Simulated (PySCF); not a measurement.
ZrF2, SMILES [F][Zr][F] (connectivity only; charge and spin as stated), neutral, multiplicity 3.

Geometry: PBE-D3(BJ)/def2-TZVP. The spin state was assumed, not searched. The def2 effective core potentials stand for the cores of Zr; spin–orbit coupling is left out.

Level of theory: PBE-D3(BJ)/def2-TZVP in PySCF.

Frequencies are harmonic and unscaled.

Computed vibrational spectrum:
```tsv
mode	ν (cm⁻¹)	IR (km/mol)	moving atoms (share of kinetic energy)
1	118	6.7	F 78 %, Zr 22 %
2	624	45.9	F 92 %
3	636	163.2	F 74 %, Zr 26 %
```
